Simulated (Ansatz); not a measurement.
TeO₂F₂. Total charge 0; triplet. Geometry B3LYP-D4/def2-SVP, that of the neutral singlet; atoms count from 1.

```xyz
5

Te    0.084    0.087   -0.194
O    -0.170   -0.943   -1.654
O     0.891    1.691   -0.006
F     0.801   -1.051    1.165
F    -1.606    0.215    0.690
```

In the def2 sets Te takes a core potential; there is no spin–orbit coupling. At PBE0-D4/def2-TZVP a singlet of charge 0 lies 2.67 eV below the triplet at the same geometry.

(1) Estimate the Mulliken populations from the PBE0/def2-TZVP orbitals of Ansatz.

(2) Where does the spin sit?

(3) And the Mayer bond orders between bonded heavy atoms (over 0.3)?

## Answers

(1) 
| atom | charge (e) | spin (α − β) |
| --- | --- | --- |
| Te1 | 1.39 | 0.24 |
| O2 | -0.34 | 0.82 |
| O3 | -0.34 | 0.82 |
| F4 | -0.36 | 0.06 |
| F5 | -0.36 | 0.06 |
Mulliken values and Mayer orders depend strongly on the basis.

(2) Summed by element: Te 0.24, O 1.64, F 0.13, of 2 unpaired in all. Largest on single atoms: O2 0.82, O3 0.82, Te1 0.24.

(3) Te1–O2 1.33 (1.81 Å); Te1–O3 1.33 (1.81 Å); Te1–F4 0.86 (1.91 Å); Te1–F5 0.86 (1.91 Å).
